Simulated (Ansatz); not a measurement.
Geometry optimisation, RKS PBE-D4/def2-SVP in Ansatz.

Input file:

```yaml
crystal:
  periodic: [false, false, false]
  atoms:
    - { symbol: C, position_ang: [-0.8687, 0.6971, -0.3417] }
    - { symbol: Ga, position_ang: [0.1858, -0.431, -0.6211] }
    - { symbol: Al, position_ang: [1.299, -1.0441, 0.7458] }
    - { symbol: H, position_ang: [-0.5383, 1.8193, -0.3703] }
    - { symbol: H, position_ang: [-1.2084, 0.4206, -1.3938] }
    - { symbol: H, position_ang: [-1.7774, 0.627, 0.3336] }
    - { symbol: H, position_ang: [1.5934, 0.0292, -0.8427] }
    - { symbol: H, position_ang: [0.2624, -2.1361, 0.4416] }
    - { symbol: H, position_ang: [1.1407, -0.0282, 2.0315] }
basis:
  gaussian: { orbitals: def2-SVP }
hamiltonian:
  xc: pbe
  dispersion: d4
relax:
  f_tol: 0.015
  max_steps: 40
```

Run as:

```bash
$ ansatz run input.yaml --threads 1 --pin off --max-ram 2048MiB --backend cpu --events-out ev --progress --plain --runs-dir out
```

Question: Where does it end, and by what steps?

Answer: The forces met the threshold. After 39 steps the energy has fallen by 9.911 eV; Ga2 moved furthest, 2.51 Å. The start is strongly strained (largest force component 12 eV/Å), so its close contacts needn't be bonds. Parted: C1–Ga2, Ga2–H5, Ga2–H7. Joined: C1–Al3.

| step | energy less start (eV) | largest force component (eV/Å) | accepted |
| --- | --- | --- | --- |
| 0 | 0.0000 | 12.228 | yes |
| 2 | -6.4820 | 1.879 | yes |
| 4 | -7.4409 | 0.462 | yes |
| 6 | -7.6959 | 0.517 | yes |
| 8 | -8.1046 | 0.625 | yes |
| 10 | -8.6175 | 0.513 | yes |
| 12 | -9.1263 | 1.433 | yes |
| 14 | -9.5378 | 0.511 | yes |
| 16 | -9.6259 | 0.378 | yes |
| 18 | -9.6513 | 0.146 | yes |
| 20 | -9.6563 | 0.074 | yes |
| 22 | -9.6573 | 0.163 | no |
| 24 | -9.6651 | 0.064 | yes |
| 26 | -9.6695 | 0.123 | yes |
| 28 | -9.6761 | 0.037 | yes |
| 30 | -9.6811 | 0.139 | yes |
| 32 | -9.7079 | 0.321 | yes |
| 34 | -9.8398 | 0.343 | yes |
| 36 | -9.9013 | 0.158 | no |
| 38 | -9.9108 | 0.016 | yes |
| 39 | -9.9110 | 0.002 | yes |

```xyz
9
Properties=species:S:1:pos:R:3
C -1.076 1.131 0.131
Ga 2.016 -2.106 -0.249
Al 0.275 -0.282 -0.033
H -0.603 2.116 0.325
H -1.676 1.220 -0.798
H -1.775 0.921 0.967
H 1.517 -0.373 -1.190
H -0.010 -1.935 -0.306
H 1.420 -0.739 1.136
```

Time of the run: 2.3 min on 1 thread of Arm Neoverse V1, with other jobs on the host, peak memory 0.18 GiB.
